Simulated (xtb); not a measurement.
Species: C8H9FSi, SMILES `C=Cc1c(F)cccc1[SiH3]` (charge 0, multiplicity 1).

**Question.** Give a relaxed geometry from GFN2-xTB run with xtb.

**Answer.** This is not unique; one that fits is the end point of this relaxation, one of several conformers (outside a Z-matrix the atoms follow the SMILES, hydrogens last).
Bond lengths (Å): C1–C2 1.324, C1–H11 1.077, C1–H12 1.077, C2–C3 1.464, C2–H13 1.083, C3–C4 1.395, C3–C9 1.401, C4–F5 1.355, C4–C6 1.379, C6–C7 1.384, C6–H14 1.079, C7–C8 1.382, C7–H15 1.080, C8–C9 1.393, C8–H16 1.080, C9–Si10 1.893, Si10–H17 1.461, Si10–H18 1.467, Si10–H19 1.466. Bond angles (°): C2–C1–H11 121.5, C2–C1–H12 122.0, H11–C1–H12 116.5, C1–C2–C3 125.0, C1–C2–H13 119.9, C3–C2–H13 114.9, C2–C3–C4 117.8, C2–C3–C9 124.2, C4–C3–C9 118.1, C3–C4–F5 118.7, C3–C4–C6 123.2, F5–C4–C6 118.0, C4–C6–C7 118.2, C4–C6–H14 119.8, C7–C6–H14 122.0, C6–C7–C8 119.7, C6–C7–H15 119.9, C8–C7–H15 120.4, C7–C8–C9 122.3, C7–C8–H16 119.0, C9–C8–H16 118.7, C3–C9–C8 118.4, C3–C9–Si10 123.9, C8–C9–Si10 117.5, C9–Si10–H17 110.9, C9–Si10–H18 110.1, C9–Si10–H19 106.7, H17–Si10–H18 111.1, H17–Si10–H19 109.5, H18–Si10–H19 108.4.
